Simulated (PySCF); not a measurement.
CH₄BFO₂.
SMILES: `COB(O)F`

Torsions of this conformer, `[CH3:1][O:2][B:3]([OH:4])[F:5]`: C1–O2–B3–O4 180°, H–O4–B3–O2 180°.

The closed-shell ground state was solved at several levels (PySCF, density fitting, gas phase, non-relativistic). Isolated species at its GFN2-xTB geometry (one conformer only).

```
              level  basis functions  total energy (Eh)  HOMO (eV)  LUMO (eV)  gap (eV)  dipole (D)
CAM-B3LYP/def2-SVPD              141          -315.4959     -10.39       0.63     11.02        1.08
        B3LYP/pcJ-1              175          -315.8303      -8.49       1.08      9.57        1.20
```

(1) Estimate the row for PBE0/pcSseg-1, a basis of 105 functions; the other rows only guide the guess.

(2) Over all these levels, which gives the widest orbital gap and which the narrowest?

(3) How far do the dipole and the HOMO energy spread over the levels?

## Answers

(1) Total energy -315.4475 Eh, HOMO -8.77 eV, LUMO 1.47 eV, gap 10.24 eV, dipole 1.19 D.

(2) CAM-B3LYP/def2-SVPD (range-separated hybrid) has the widest, 11.02 eV, and B3LYP/pcJ-1 (global hybrid, 20 % exact exchange) the narrowest, 9.57 eV. Functional and basis both differ between the two, so the spread mixes both effects.

(3) The dipole runs from 1.08 to 1.20 D (mean 1.15 D) and the HOMO from -10.39 to -8.49 eV.
